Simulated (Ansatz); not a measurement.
Ansatz (a first-principles code) input (CCSD(T)/aug-cc-pVDZ):

Ansatz 0.2 input:
```yaml
crystal:
  periodic: [false, false, false]
  atoms:
    - {symbol: C, position_ang: [-0.59228948, -0.52606573, -0.26945992]}
    - {symbol: C, position_ang: [0.65778676, -0.50181518, -0.12513488]}
    - {symbol: O, position_ang: [-0.06076252, 0.77407937, 0.39623013]}
    - {symbol: H, position_ang: [-1.61871875, -0.79151559, -0.45819802]}
    - {symbol: H, position_ang: [1.70961185, -0.72694846, -0.07393229]}
    - {symbol: H, position_ang: [0.00222339, 1.49311459, -0.27014195]}
basis:
  gaussian:
    orbitals: aug-cc-pVDZ
total_charge: 1
magnetization: {spin_polarized: false}
correlation: {method: ccsd_t, electrons: outside_noble_gas}
output: {forces: true}
```

End of the output:

```
integrals: 0.12 GiB planned
948 factors; integrals over basis functions are off by at most 7.4e-4 eV
mean field: 0.21 GiB planned
mean field evaluation 1: about -4130.1734 eV, gradient 4.5e1 eV
mean field evaluation 2: about -4130.1736 eV, gradient 4.5e1 eV
mean field evaluation 4: about -4134.2749 eV, gradient 4.1e0 eV
mean field evaluation 8: about -4134.3202 eV, gradient 1.3e-4 eV
mean field evaluation 16: about -4134.3197 eV, gradient 1.5e-1 eV
mean field -4134.32018609 eV, -151.9334644960 hartree, gradient 1.1e-6 eV, S^2 0.000000; 0 other end points of the search recorded, 0 dependent functions left out; unrestricted orbitals would lower it
3 core orbitals not correlated
reference -4134.32018609 eV, -151.9334644960 hartree; 8, 8 occupied and 85, 85 virtual orbitals, 948 factors
densities: 0.53 GiB planned
second order -12.35483727 eV of doubles, -0.00000000 eV of singles
coupled cluster: 0.37 GiB planned
cycle   1  -12.46723540 eV  change   -1.1e-1 eV  update   9.1e-2
cycle   2  -12.84496967 eV  change   -3.8e-1 eV  update   2.9e-2
cycle   3  -12.96030532 eV  change   -1.2e-1 eV  update   1.6e-2
cycle   4  -12.95357332 eV  change    6.7e-3 eV  update   3.9e-3
cycle   5  -12.95688832 eV  change   -3.3e-3 eV  update   1.5e-3
cycle   6  -12.95720849 eV  change   -3.2e-4 eV  update   3.8e-4
cycle   7  -12.95696307 eV  change    2.5e-4 eV  update   1.7e-4
cycle   8  -12.95696305 eV  change    2.0e-8 eV  update   7.8e-5
cycle   9  -12.95696929 eV  change   -6.2e-6 eV  update   3.1e-5
cycle  10  -12.95695489 eV  change    1.4e-5 eV  update   1.1e-5
cycle  11  -12.95696629 eV  change   -1.1e-5 eV  update   4.4e-6
perturbative correction -0.51767168 eV, -0.0190240835 hartree
the calculation of the forces begins
Total energy: -4147.79482406 eV, -152.4286483080 hartree
Atom 0 at    -0.592289    -0.526066    -0.269460 Å, force    -2.341891    -0.225457    -0.415725 eV/Å
Atom 1 at     0.657787    -0.501815    -0.125135 Å, force     2.381889    -0.133820     0.129650 eV/Å
Atom 2 at    -0.060763     0.774079     0.396230 Å, force    -0.069998     0.577804     0.509205 eV/Å
Atom 3 at    -1.618719    -0.791516    -0.458198 Å, force    -0.465687    -0.131396    -0.087744 eV/Å
Atom 4 at     1.709612    -0.726948    -0.073932 Å, force     0.478110    -0.113087     0.021221 eV/Å
Atom 5 at     0.002223     1.493115    -0.270142 Å, force     0.017577     0.025957    -0.156607 eV/Å
Dipole moment:     0.039384    -0.018747    -0.337974 e Å
```

It need not be the lowest isomer of its formula.
